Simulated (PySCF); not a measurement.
**Input and output**

[Pb(OCH3)2]2+ (singlet). PySCF 2.14.0, RKS PBE0, Pb def2-TZVP with ECP60, O def2-TZVP, C def2-TZVP, H def2-TZVP; non-relativistic Hamiltonian with scalar-relativistic core potentials where named; density fitting; no spin-orbit coupling. Purpose: basis and core treatment small-core/TZVP.

```python
mol = gto.M(atom='''
Pb     0.00000    -0.00000    -0.28557
O      1.71635     0.07496     1.11758
C      3.04317    -0.01941     1.18725
H      3.60137     0.84250     0.73495
H      3.26916     0.28813     2.27840
H      3.47577    -1.02115     1.02846
O     -1.71635    -0.07496     1.11758
C     -3.04317     0.01941     1.18725
H     -3.60137    -0.84250     0.73495
H     -3.26916    -0.28813     2.27840
H     -3.47577     1.02115     1.02846''',
    basis={'Pb': 'def2-TZVP', 'O': 'def2-TZVP', 'C': 'def2-TZVP', 'H': 'def2-TZVP'},
    ecp={'Pb': 'def2-TZVP'},
    charge=2, spin=0)
mf = dft.RKS(mol, xc='PBE0')
mf.grids.atom_grid = (75, 302)
mf = mf.density_fit()  # fitting sets: Pb def2-universal-JKFIT, O def2-universal-JKFIT, C def2-universal-JKFIT, H def2-universal-JKFIT
mf.conv_tol = 1e-08; mf.max_cycle = 55
mf.kernel(dm0)  # dm0: free metal ions and neutral atoms
mf.nuc_grad_method().kernel()
```

Run from Python with OMP_NUM_THREADS=2; the lines above give its settings. Where DIIS fails, smearing, a level shift and second-order steps follow.
It took 59 s on 2 threads of Arm Neoverse V2 (shared host).

Problem. Where do the frontier levels lie, over both spins?

Solution. HOMO -17.22 eV, LUMO -15.83 eV. The gap is small, and the closed shell wasn't tested for a lower spin-broken solution.

Problem. What are the Mulliken charges and spins?

Solution. 
```json
{"atom": "Pb1", "charge (e)": "1.411", "spin (e)": "0.000"}
{"atom": "O2", "charge (e)": "-0.313", "spin (e)": "0.000"}
{"atom": "C3", "charge (e)": "-0.172", "spin (e)": "0.000"}
{"atom": "H4", "charge (e)": "0.251", "spin (e)": "0.000"}
{"atom": "H5", "charge (e)": "0.305", "spin (e)": "0.000"}
{"atom": "H6", "charge (e)": "0.224", "spin (e)": "0.000"}
{"atom": "O7", "charge (e)": "-0.313", "spin (e)": "0.000"}
{"atom": "C8", "charge (e)": "-0.172", "spin (e)": "0.000"}
{"atom": "H9", "charge (e)": "0.251", "spin (e)": "0.000"}
{"atom": "H10", "charge (e)": "0.305", "spin (e)": "0.000"}
{"atom": "H11", "charge (e)": "0.224", "spin (e)": "0.000"}
```

Problem. What forces act on the atoms (eV/Å)?

Solution. 
```
Pb   0.00  0.00  0.46
O   -0.26  0.00 -0.18
C    0.35 -0.10 -0.06
H   -0.14 -0.18  0.08
H   -0.06 -0.02 -0.11
H   -0.15  0.29  0.03
O    0.26  0.00 -0.18
C   -0.35  0.10 -0.06
H    0.14  0.18  0.08
H    0.06  0.02 -0.11
H    0.15 -0.29  0.03
```
Forces carry noise of the integration grid, about 0.01 to 0.03 eV/Å.

The geometry was relaxed with PBE0 (Pb def2-SVP with ECP60, O def2-SVP, C def2-SVP, H def2-SVP).
